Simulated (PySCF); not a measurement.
SMILES CO[Si](C)([O])OC, doublet (GFN2-xTB optimised geometry):

```
16

C      1.722     1.248     0.473
O      0.948     0.194     0.000
Si    -0.679     0.194     0.000
C     -0.992    -0.569     1.871
O     -1.572     1.437     0.000
O     -0.937    -1.158    -0.868
C     -2.186    -1.554    -1.334
H      2.671     1.236    -0.067
H      1.227     2.208     0.319
H      1.923     1.121     1.541
H     -2.049    -0.769     1.929
H     -0.683     0.205     2.553
H     -0.384    -1.457     1.923
H     -2.037    -2.114    -2.259
H     -2.671    -2.208    -0.602
H     -2.832    -0.696    -1.525
```

Level of theory: unrestricted CAM-B3LYP/def2-TZVP in PySCF.

Question: What are the frontier orbital energies (α orbitals alone; a β orbital can be the lowest empty one) and the dipole moment?

Answer: HOMO-2 -10.30 eV, HOMO-1 -9.84 eV, HOMO -9.60 eV, LUMO 1.58 eV, LUMO+1 2.44 eV; dipole moment 1.83 D.

On the same geometry PySCF with unrestricted PBE/def2-TZVP gives HOMO-2 -6.99 eV, HOMO-1 -6.88 eV, HOMO -6.67 eV, LUMO -0.05 eV, LUMO+1 0.74 eV; dipole moment 2.03 D.

Meta-Löwdin charges at CAM-B3LYP/def2-TZVP: C1 -0.11, O2 -0.61, Si3 1.46, C4 -0.45, O5 -0.69, O6 -0.61, C7 -0.11, H8 0.12, H9 0.11, H10 0.10, H11 0.14, H12 0.14, H13 0.15, H14 0.12, H15 0.10, H16 0.11.
